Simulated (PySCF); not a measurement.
## C₆ coefficients of unlike pairs at M06

Calculated with PySCF 2.14 from the dipole response of each species, C₆(A,B) = (3/π) ∫ α_A(iu) α_B(iu) du, in atomic units, from isotropic polarisabilities. For ions this is the dispersion term alone; charge-induced terms of lower order in 1/R come first.

```csv
species,configuration,basis,relativity,α (bohr³),C₆ (like pair)
P⁺,[Ne] 3s2 3p2 (3P),aug-cc-pVQZ-DK (7s6p4d3f2g),spin-free X2C,14.31,71.51
Cl³⁺,[Ne] 3s2 3p2 (3P),"x2c-QZVPPall with one added diffuse shell each of s, p, d, f type (10s7p5d3f1g)",spin-free X2C,4.259,11.30
Cl²⁺,[Ne] 3s2 3p3 (4S),aug-cc-pVDZ-DK (5s4p2d),spin-free X2C,5.835,20.63
Fe⁺,[Ar] 3d6 4s1 (6D),aug-cc-pVTZ (8s7p5d3f2g),none,23.19,108.3
```

Estimate C₆ for Fe⁺ with Cl³⁺.

The integral gives 31.91. The combination rule 2 C_A C_B / (C_A α_B/α_A + C_B α_A/α_B) gives 30.07 and the geometric mean 34.98.

No spin-orbit coupling is included.

The other pairs:

```json
{"pair": "Cl²⁺, Cl³⁺", "C₆": "15.25"}
{"pair": "Cl²⁺, P⁺", "C₆": "37.08"}
{"pair": "Cl³⁺, P⁺", "C₆": "27.31"}
{"pair": "Fe⁺, P⁺", "C₆": "85.96"}
{"pair": "Fe⁺, Cl²⁺", "C₆": "43.26"}
```
